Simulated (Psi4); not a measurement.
Pair of molecules, SMILES B with SMILES P (the first has 4 atoms); geometry from B3LYP-D3(BJ)/def2-TZVP, rigid monomers moved along the line of their centres of mass till B1···P5 is 2.70 Å.
(charge 0, multiplicity 1):
```xyz
8

B     -0.03035    -0.07736     0.67211
H      1.09673    -0.42107     0.41766
H     -0.84164    -0.96881     0.65524
H     -0.38373     0.93204     0.11589
P      0.08827     0.63286     3.27597
H     -1.09175     1.09067     3.88907
H      0.47923    -0.34435     4.20878
H      0.96432     1.67228     3.63663
```

All values below come from Psi4 with SAPT0/jun-cc-pV(D+d)Z.

Task: Give the four SAPT terms and the total, and say what mostly holds the pair together.

Result: electrostatics -629.3, exchange 699.4, induction -550.9, dispersion -185.6, total -666.4 meV; the largest attraction is electrostatics.
